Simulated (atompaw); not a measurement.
Which change was made? (Cs, PAW (atompaw))

atompaw 4.2.0.5 input, output lines left out:

```
Cs 55
LDA-PW scalarrelativistic loggrid 2001 logderivrange -3 5 201
6 6 5 0 0 0
6 0 0
6 1 0
5 2 0
0 0 0
c
c
c
c
c
v
c
c
c
v
v
c
c
v
2
3.00 2.30 2.40 2.40
y
3.1
n
n
y
1.45
n
custom polynom2 7 10 vanderbiltortho sinc
3 0.5 ultrasoft
3.00
3.00
3.00
3.00
3.00
3.00
```

Cutoffs, loose and tight: the cutoffs (Ry, on a coarse ladder) from which the occupation-weighted sum of valence levels, in a spherical-Bessel basis at the reference potential, stays within 10 and 1 mRy of its value at 400 Ry. They see the waves, projectors and local potential, not the compensation charge or the core.

The base gives: outcome: generated; cutoff, loose: 40 Ry; cutoff, tight: 40 Ry; bound ghosts: s, p.

(1) After one change the result is: outcome: generated; cutoff, loose: 18 Ry; cutoff, tight: 40 Ry; bound ghosts: s, p, d. Which change was it?
A. local potential ultrasoft scheme with l = 3 at 0.5 Ry, radius 1.22 bohr
B. core [Xe], valence charge 1; reference 5d0 6s0.5 6p0.5; waves now 6s (bound): rc 3.00 bohr; 6s channel at 3.25 Ry: rc 3.00 bohr; 6p (bound): rc 3.00 bohr; 6p channel at 0.25 Ry: rc 3.00 bohr; 5d (bound): rc 3.00 bohr; 5d channel at 4.05 Ry: rc 3.00 bohr; local potential ultrasoft scheme with l = 3 at 0.5 Ry, radius 2.30 bohr; core correction smooth core density matched at 2.65 bohr
C. local potential bessel scheme, radius 2.40 bohr

Answers

(1) A. The others give: local potential bessel scheme, radius 2.40 bohr → outcome: generated; cutoff, loose: 18 Ry; cutoff, tight: 40 Ry; bound ghosts: s | core [Xe], valence charge 1; reference 5d0 6s0.5 6p0.5; waves now 6s (bound): rc 3.00 bohr; 6s channel at 3.25 Ry: rc 3.00 bohr; 6p (bound): rc 3.00 bohr; 6p channel at 0.25 Ry: rc 3.00 bohr; 5d (bound): rc 3.00 bohr; 5d channel at 4.05 Ry: rc 3.00 bohr; local potential ultrasoft scheme with l = 3 at 0.5 Ry, radius 2.30 bohr; core correction smooth core density matched at 2.65 bohr → outcome: generated; cutoff, loose: 6 Ry; cutoff, tight: 8 Ry; bound ghosts: s, p.
